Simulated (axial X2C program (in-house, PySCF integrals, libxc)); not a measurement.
# Worked dissociation energy of AsSe⁻: HF, without spin–orbit coupling

Computed with an in-house all-electron X2C program for linear molecules (integrals from PySCF). Spin-free means the one-electron spin-free X2C Hamiltonian. Basis: Se dyall-acv3z [9s10p7d5f1g], As dyall-acv3z [10s10p7d5f1g] (cores contracted in-house); Gaussian nuclei, density fitting, unrestricted open shells. Masses: Se 79.917 u, As 74.922 u.

Molecular state: M_S = 1, Λ = 0 (beyond evenly filled blocks: π+α, π-α).

- E(Se-) (2M_S = 1, M_L = 0): -2428.182238 hartree
- E(As) (2M_S = 3, M_L = 0): -2259.087641 hartree
- E(AsSe⁻) at Re: -4687.323639 hartree
- ωe: 333.1 cm⁻¹

Problem. Work out De and D0.

Solution. De = -2428.182238 + (-2259.087641) − (-4687.323639) = 0.05376 hartree = 1.463 eV. The zero-point energy is ωe/2 = 167 cm⁻¹ = 0.021 eV, so D0 = 1.442 eV.

Occupations by symmetry block were frozen at the best pattern of an incomplete PBE0 search. De is counted from the lowest determinant-based energies of the atoms at the same level, without counterpoise correction. Other states lie close and PBE0, whose exact exchange favours high spin, may order them wrongly; the determinant shown need not be the ground state. The nearest other spin-free determinant of the search, M_S = 0, Λ = 2, lies 0.60 eV up at the distance of the search. The determinant is spin-polarised beyond a pure state at some levels (its spin-free form has ⟨S²⟩ too high), which makes Re and μ there less reliable. Spin-free De lacks the spin–orbit lowering of the heavy p-block atom, a tenth of an eV or more for 4p and 5p, up to an eV for 6p and one to two eV for 7p atoms, less what an open-shell molecule gains itself. Hartree–Fock gets electron affinities wrong, so its lowest charge split need not be the true one.

Hartree–Fock lacks correlation and underbinds, often by eV.

Each atomic determinant is the lowest at this level and need not be a pure term. Totals compare only within one Hamiltonian and basis.
